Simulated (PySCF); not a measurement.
Cartesian coordinates in Å; atom numbers follow the order of the lines, from 1:
```xyz
27

C     4.3507   -0.6955    0.6533
N     3.1532    0.0658    0.8623
C     2.0665   -0.3649    0.3826
C     0.7614    0.3603    0.5549
N     0.0752    0.5860   -0.6976
C     0.7055    1.5415   -1.5755
Si   -1.2644   -0.4148   -1.1594
N    -2.3820   -0.4896    0.1616
C    -3.0640   -1.6897    0.5673
C    -2.8782    0.7191    0.7690
H     4.7832   -0.9762    1.6278
H     4.2049   -1.6170    0.0537
H     5.1047   -0.0654    0.1537
H     2.0145   -1.3046   -0.2132
H     0.9661    1.3108    1.0806
H     0.1024   -0.2404    1.2079
H     0.0881    1.6968   -2.4727
H     0.8267    2.5203   -1.0747
H     1.7105    1.2232   -1.9118
H    -0.9517   -1.8549   -1.4390
H    -1.7626    0.2228   -2.4221
H    -4.1386   -1.6823    0.2951
H    -3.0082   -1.8307    1.6638
H    -2.6079   -2.5719    0.0939
H    -2.8284    0.6631    1.8732
H    -3.9321    0.9302    0.4978
H    -2.2671    1.5793    0.4560
```

Geometry: PBE0-D3(BJ)/def2-SVP; GIAO shifts from PySCF 2.14, gas phase, non-relativistic, averaged over equivalent atoms.

At HF/pcSseg-1 (262 basis functions, 39 s wall time on 1 thread of an Arm Neoverse V1, shared host):
```
                  atoms  δ (ppm)
                     C3    171.5
                     C4     48.2
                     C1     46.1
                 C9/C10     34.3
                     C6     33.1
                     N2    377.8
                     N5     10.3
                     N8      3.9
                    Si7    -22.6
                    H14     7.31
                H20/H21     4.16
            H11/H12/H13     3.29
                H15/H16     3.08
H22/H23/H24/H25/H26/H27     2.36
            H17/H18/H19     2.33
```

Chemical shifts δ = σref − σ; ¹³C (190.85 ppm) and ²⁹Si (393.43 ppm) and ¹H (31.69 ppm) against TMS; NH3 for ¹⁵N (265.72 ppm), all at this level.

Predict the values at PBE0/pcSseg-1 on the same geometry.

Results:


| atoms | δ at PBE0/pcSseg-1 | change |
| --- | --- | --- |
| C3 | 171.5 | +0.0 |
| C4 | 54.6 | +6.4 |
| C1 | 50.7 | +4.6 |
| C9/C10 | 37.9 | +3.6 |
| C6 | 37.0 | +3.9 |
| N2 | 377.3 | -0.5 |
| N5 | 35.1 | +24.8 |
| N8 | 27.4 | +23.5 |
| Si7 | -20.1 | +2.5 |
| H14 | 7.52 | +0.21 |
| H20/H21 | 4.83 | +0.67 |
| H11/H12/H13 | 3.41 | +0.12 |
| H15/H16 | 3.30 | +0.22 |
| H22/H23/H24/H25/H26/H27 | 2.51 | +0.15 |
| H17/H18/H19 | 2.51 | +0.18 |

Shifts are taken against calculated references (same method and geometry level): ¹³C (σ = 184.41 ppm), ²⁹Si (σ = 351.99 ppm), ¹H (σ = 31.27 ppm) against TMS; ¹⁵N (σ = 265.67 ppm) vs NH3.

The largest change is at N5 (nitrogen bonded to 2 C, Si). Cost: 262 basis functions, 87 s wall time on 1 thread of an Arm Neoverse V1, shared host. The order of the carbon signals is the same at both levels.

Experimental scales use liquid or dissolved standards, which lie at an offset from isolated NH3 (liquid NH3: subtract about 20 ppm). Unscaled 15N shifts of sp2 nitrogen come out 20 to 40 ppm too high even then.
